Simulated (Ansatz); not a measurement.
C2H6AlF, singlet, geometry from GFN2-xTB (such geometries of metal compounds can be far from the true shape); PBE/def2-SV(P) run with Ansatz (an electronic-structure program).

Input for Ansatz:
Ansatz 0.2 input:
```yaml
crystal:
  periodic: [false, false, false]
  atoms:
    - {symbol: Al, position_ang: [-0.01873622, 0.01128456, -0.01949987]}
    - {symbol: C, position_ang: [1.82868265, -0.13941676, -0.74158589]}
    - {symbol: H, position_ang: [2.23712794, -1.14909666, -0.65766910]}
    - {symbol: H, position_ang: [2.53495403, 0.51967783, -0.23045799]}
    - {symbol: H, position_ang: [1.84292245, 0.13399660, -1.80155726]}
    - {symbol: C, position_ang: [-0.74425394, -0.52313267, 1.75297945]}
    - {symbol: H, position_ang: [-1.55785866, -1.24709688, 1.64474875]}
    - {symbol: H, position_ang: [-1.17283915, 0.33536843, 2.27920618]}
    - {symbol: H, position_ang: [0.00348516, -0.96852525, 2.41114294]}
    - {symbol: F, position_ang: [-1.12786591, 0.68936370, -1.05114186]}
basis:
  gaussian:
    orbitals: def2-SV_P_.json
hamiltonian:
  xc: pbe
magnetization: {spin_polarized: true}
```
The basis file holds def2-SV(P) in the JSON format of the Basis Set Exchange.

What does Ansatz print? Leave out banner, timings and long lists.


```
Functional definition: PBE
957 factors; their error is unknown
mean field evaluation 1: about -11456.0368 eV, gradient 5.9e1 eV
mean field evaluation 2: about -11433.8129 eV, gradient 8.7e1 eV
mean field evaluation 4: about -11472.1303 eV, gradient 6.8e0 eV
mean field evaluation 8: about -11472.3144 eV, gradient 9.4e-2 eV
mean field evaluation 16: about -11472.2709 eV, gradient 2.1e-5 eV
mean field -11472.27086265 eV, -421.5981780180 hartree, gradient 2.1e-5 eV, S^2 0.000000; 0 other end points of the search recorded, 0 dependent functions left out
reference -11472.27090417 eV, -421.5981795438 hartree; 20, 20 occupied and 52, 52 virtual orbitals, 957 factors
Total energy: -11472.27090417 eV, -421.5981795438 hartree
```
